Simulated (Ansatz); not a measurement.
Total energies of the cluster Zn₃ from Ansatz at PBE0/def2-TZVP, gas phase (1 Eh = 27.2114 eV = 2625.5 kJ/mol). The reference geometry is relaxed at PBE0/def2-TZVP.

```xyz
3

Zn   -0.306    0.805    1.471
Zn   -0.079    0.856   -1.472
Zn    0.386   -1.660    0.001
```

```
                 state                   geometry  energy (Eh)
      charge 0 singlet                  reference  -5337.44292
      charge 1 doublet                  reference  -5337.16443
      charge 1 doublet  relaxed at PBE0/def2-TZVP  -5337.19897
      charge 0 triplet  relaxed at PBE0/def2-TZVP  -5337.37733
      charge 0 quintet  relaxed at PBE0/def2-TZVP  -5337.29293
free Zn atom (singlet)                          –  -1779.14424
```

Q: Work out the vertical ionisation energy to the doublet.

A: E(charge 1 doublet) − E(charge 0 singlet) = -5337.16443 − (-5337.44292) = 0.27849 Eh = 7.58 eV. For comparison, −ε of the highest occupied level is 5.88 eV at this level, 1.70 eV less.

Q: How much does the charge 1 doublet relax, and what is the adiabatic ionisation energy?

A: Relaxation: -5337.16443 − (-5337.19897) = 0.03454 Eh = 0.94 eV. Adiabatic ionisation energy: 0.24395 Eh = 6.64 eV, without zero-point energy. 

Q: Which of the charge 0 states is lowest, and how far above it are the others?

A: The singlet. triplet: -5337.37733 − (-5337.44292) = 0.06559 Eh = 172.2 kJ/mol; quintet: -5337.29293 − (-5337.44292) = 0.14999 Eh = 393.8 kJ/mol.

Q: What is the binding energy per atom against free atoms?

A: Atoms: 3 × (-1779.14424) = -5337.43272 Eh. Binding: -5337.43272 − (-5337.44292) = 0.01020 Eh = 0.28 eV, or 0.09 eV for each of 3 atoms (no zero-point energy, no counterpoise term).

The structure comes from a short search, and lower isomers may exist.
